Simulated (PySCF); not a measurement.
## LDA on W³⁷⁺ (tungsten, charge +37)

Configuration: [Kr] 4d1, 2D determinant. Computed with PySCF 2.14 in an even-tempered Gaussian basis (18 s from 3.5 bohr⁻², ratio 2.5; 12 p from 4.6 bohr⁻², ratio 2.5; 9 d from 4.6 bohr⁻², ratio 2.5; 4 f from 19 bohr⁻², ratio 2.7; 3 g from 28 bohr⁻², ratio 2.7), with the non-relativistic Hamiltonian (point nucleus).

- Total energy: -14470.52 hartree
- One-electron energy: -17600.86 hartree
- Hartree (Coulomb) energy: 3365.16 hartree
- Exchange-correlation energy: -234.82 hartree
- Kinetic energy: 14471.79139 hartree
- ⟨S²⟩: 0.7501
- ⟨L²⟩: 6.002
- Sum of ⟨r⟩: 8.029 bohr
- Sum of ⟨r²⟩: 2.757 bohr²
- Traceless quadrupole moment −½Σ⟨3z² − r²⟩ along its main axis: 0.0526 e·bohr²
- Density at the nucleus (Gaussians lack the cusp): 287000 bohr⁻³
- Spin density at the nucleus: -0.920 bohr⁻³

| shell | electrons | mean orbital energy (eV) | spread (eV) | rms radius, mean of both spins (bohr) |
| --- | --- | --- | --- | --- |
| 1s α | 1 | -65300.8 | 0 | 0.0237 |
| 1s β | 1 | -65300.7 | 0 | 0.0237 |
| 2s α | 1 | -12073.5 | 0 | 0.0936 |
| 2s β | 1 | -12072.3 | 0 | 0.0936 |
| 2p α | 3 | -11644.0 | 1.463 | 0.0805 |
| 2p β | 3 | -11643.1 | 2.275 | 0.0805 |
| 3s α | 1 | -3934.5 | 0 | 0.231 |
| 3s β | 1 | -3933.6 | 0 | 0.231 |
| 3p α | 3 | -3739.2 | 2.724 | 0.222 |
| 3p β | 3 | -3738.4 | 3.476 | 0.222 |
| 3d α | 5 | -3379.5 | 2.522 | 0.195 |
| 3d β | 5 | -3378.4 | 3.990 | 0.195 |
| 4s α | 1 | -1816.4 | 0 | 0.462 |
| 4s β | 1 | -1813.7 | 0 | 0.462 |
| 4p α | 3 | -1731.3 | 2.203 | 0.463 |
| 4p β | 3 | -1728.7 | 4.504 | 0.463 |
| 4d α | 1 | -1581.9 | 0 | 0.450 |

A non-relativistic calculation at this Z misses sizeable relativistic shifts. Spin-orbit coupling, absent here, splits the open shell strongly.
